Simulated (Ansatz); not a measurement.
Species: SnH$_{3}$ (charge +1, singlet). 
Geometry from a B3LYP-D3(BJ)/def2-TZVP (Ansatz, a quantum-chemistry and plane-wave program) optimisation:
SMILES: [SnH3+]
```xyz
4

Sn     0.0000     0.0000     0.0000
H      0.6251    -0.4787     1.4968
H     -0.3657     1.6269    -0.2824
H     -0.2594    -1.1482    -1.2144
```
Charge +1, spin multiplicity 1.

Property: vertical electron affinity (to the doublet state of charge +0; a negative value means that the extra electron is unbound and the number depends on the basis; each state is the SCF solution reached for its spin; the molecule has degenerate orbitals, so one determinant may break the symmetry), in eV. Correlated levels leave the core frozen unless marked. Open shells are spin-unrestricted. Spin-orbit coupling is left out. The frozen core is the preceding noble-gas configuration, with the filled d and f shells of earlier blocks. Past Kr the def2 sets carry scalar-relativistic core potentials. CBS marks a two-point X^-3 extrapolation of the correlation energy; Hartree-Fock from the larger set.

| level | program | vertical electron affinity (eV) | minus last row |
|---|---|---|---|
| HF/def2-TZVPPD | Ansatz | 6.68 | -0.52 |
| r2SCAN/def2-TZVPD | Ansatz | 7.44 | 0.24 |
| wB97M-V/def2-TZVPD | Ansatz | 7.22 | 0.02 |
| MP2/CBS(def2-TZVPPD,def2-QZVPPD) | Ansatz | 7.10 | -0.10 |
| RI-MP2/CBS(def2-TZVPPD,def2-QZVPPD) | Ansatz | 7.10 | -0.10 |
| CCSD/def2-SVPD | Ansatz | 7.05 | -0.15 |
| CCSD(T)/CBS(def2-TZVPPD,def2-QZVPPD) | Ansatz | 7.20 | 0.00 |
